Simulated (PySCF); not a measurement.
Peak assignment

Geometry:
```json
{"atom": "C1", "x (Å)": "-3.070", "y (Å)": "-1.077", "z (Å)": "-0.101"}
{"atom": "C2", "x (Å)": "-2.124", "y (Å)": "0.065", "z (Å)": "-0.459"}
{"atom": "C3", "x (Å)": "-2.511", "y (Å)": "1.357", "z (Å)": "0.263"}
{"atom": "C4", "x (Å)": "-0.686", "y (Å)": "-0.276", "z (Å)": "-0.141"}
{"atom": "O5", "x (Å)": "-0.386", "y (Å)": "-1.332", "z (Å)": "0.376"}
{"atom": "Si6", "x (Å)": "0.714", "y (Å)": "0.939", "z (Å)": "-0.600"}
{"atom": "N7", "x (Å)": "2.126", "y (Å)": "0.005", "z (Å)": "-0.335"}
{"atom": "Si8", "x (Å)": "3.659", "y (Å)": "0.602", "z (Å)": "-0.914"}
{"atom": "Si9", "x (Å)": "2.101", "y (Å)": "-1.525", "z (Å)": "0.571"}
{"atom": "H10", "x (Å)": "-4.096", "y (Å)": "-0.818", "z (Å)": "-0.352"}
{"atom": "H11", "x (Å)": "-2.793", "y (Å)": "-1.979", "z (Å)": "-0.643"}
{"atom": "H12", "x (Å)": "-3.011", "y (Å)": "-1.292", "z (Å)": "0.963"}
{"atom": "H13", "x (Å)": "-2.158", "y (Å)": "0.249", "z (Å)": "-1.540"}
{"atom": "H14", "x (Å)": "-3.554", "y (Å)": "1.595", "z (Å)": "0.063"}
{"atom": "H15", "x (Å)": "-2.386", "y (Å)": "1.238", "z (Å)": "1.337"}
{"atom": "H16", "x (Å)": "-1.896", "y (Å)": "2.187", "z (Å)": "-0.071"}
{"atom": "H17", "x (Å)": "0.519", "y (Å)": "1.320", "z (Å)": "-2.004"}
{"atom": "H18", "x (Å)": "0.647", "y (Å)": "2.128", "z (Å)": "0.260"}
{"atom": "H19", "x (Å)": "4.241", "y (Å)": "-0.376", "z (Å)": "-1.833"}
{"atom": "H20", "x (Å)": "4.549", "y (Å)": "0.857", "z (Å)": "0.218"}
{"atom": "H21", "x (Å)": "3.375", "y (Å)": "1.855", "z (Å)": "-1.613"}
{"atom": "H22", "x (Å)": "1.568", "y (Å)": "-1.309", "z (Å)": "1.911"}
{"atom": "H23", "x (Å)": "1.620", "y (Å)": "-2.611", "z (Å)": "-0.275"}
{"atom": "H24", "x (Å)": "3.543", "y (Å)": "-1.783", "z (Å)": "0.759"}
```

- GFN2-xTB structure
- shieldings: GIAO PBE0/pcSseg-1
- code: PySCF 2.14.0 with density-fitted response routines
- non-relativistic Hamiltonian, equivalent nuclei averaged, no solvent, a single conformation

Referencing at the same level of theory: 13C (σref 186.93), 1H (σref 31.72) against TMS.

**Question.** Assign these signals to the numbered atoms. 13C{1H} NMR (computed): δ 255.3, 51.6, 18.4.

**Answer.** 
255.3 → C4, carbonyl carbon
51.6 → C2, sp3 CH α to a carbonyl: the adjacent C=O deshields it moderately
18.4 → C1/C3, methyl carbon: aliphatic region, no heteroatom directly attached

**Question.** Assign these signals to the numbered atoms. 1H NMR (300 MHz, computed): δ 5.17 (s, 2H), 4.87 (s, 6H), 2.60 (sept, 1H), 1.16 (d, 6H).

**Answer.** 
| δ (ppm) | atoms | environment | reason |
| --- | --- | --- | --- |
| 5.17 | H17/H18 | hydrogen on a silicon bonded to C, N | – |
| 4.87 | H19/H20/H21/H22/H23/H24 | hydrogen on a silicon bonded to N | – |
| 2.60 | H13 | hydrogen on an sp3 CH α to a carbonyl | α to C=O |
| 1.16 | H10/H11/H12/H14/H15/H16 | hydrogen on a methyl carbon | – |

Shifts are as computed. Against solution values, carbons near 30 ppm lie about +3 ppm off and those near 130 ppm about +5 ppm. Of 1211 compounds with measured shifts, 218 miss one by over three times the rms of a fit or turn the order of signals round; such compounds aren't used in these exercises. Multiplicities follow the n + 1 count of equivalent neighbours, as no J values were calculated; m marks all less simple cases, F and P coupling included.
